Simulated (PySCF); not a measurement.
Spectrum to structure. Method: PySCF 2.14.0, density-fitted response routines, TDDFT CAM-B3LYP/def2-SVPD, vertical, gas phase, core orbitals frozen in the response. Geometries: GFN2-xTB, one conformer each.

| state | λ (nm) | f |
| --- | --- | --- |
| S1 | 195.2 | 0.0091 |
| S2 | 186.8 | 0.272 |
| S3 | 181.6 | 0.074 |
| S4 | 164.4 | 0.0060 |
| S5 | 161.7 | 0.0008 |
| S6 | 160.2 | 0.0068 |
| S7 | 158.0 | 0.0085 |
| S8 | 155.4 | 0.0041 |

Question: Which candidate is it?
A. `COC(=O)C(C)C`
B. `C=CC[C@@H](C)[SiH2]Cl`
C. `C/C=C(/Cl)CC`

Answer: C. Its S1 lies at 6.35 eV; the nearest of the others has S1 at 5.98 eV. S1 is HOMO→LUMO+2 (45%), HOMO→LUMO+4 (15%), HOMO→LUMO (15%). Löwdin shares by element: HOMO carbon 61% or more, chlorine 25%; LUMO carbon 51% or more (atoms not listed hold the other 49%). At the same level the other candidates give, for their lowest levels:
- `COC(=O)C(C)C`: 207 nm (f 0.002); 159 nm (f 0.010); 150 nm (f 0.106); 147 nm (f 0.018); 142 nm (f 0.011); T1 5.47 eV; HOMO -9.46, LUMO 1.19 eV
- `C=CC[C@@H](C)[SiH2]Cl`: 176 nm (f 0.148); 168 nm (f 0.076); 166 nm (f 0.045); 162 nm (f 0.000); 159 nm (f 0.014); T1 4.45 eV; HOMO -8.87, LUMO 0.92 eV

The values belong to the conformer `[CH3:1]/[CH:2]=[C:3](/[Cl:4])[CH2:5][CH3:6]`: C2–C3–C5–C6 -96°.
Triplets come from the Tamm–Dancoff approximation.
